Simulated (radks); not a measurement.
Results of a calculation; reference values are marked as such.
Problem. Ionisation of Nb2+, [Kr] 4d3, to Nb3+, [Kr] 4d2, under several functionals. Dirac Kohn-Sham, spin-unpolarised, spherical densities, finite nucleus; open shells are shared between the two j in proportion to 2j + 1; a radial shooting solver on a logarithmic mesh with Libxc functionals. Known Delta-SCF values: exchange-only PBE 23.724 eV; B86b exchange with PBE correlation 24.740 eV; SOGGA 24.594 eV. What does BLYP give, and what is its highest occupied eigenvalue?

Solution. 24.643 eV by Delta-SCF; the 4d5/2 eigenvalue is -18.954 eV. NIST: 25.040 eV (semi-empirical).

Beside tabulated values, note that spin-unpolarised runs miss the spin-polarisation part of the exchange energy of open shells.
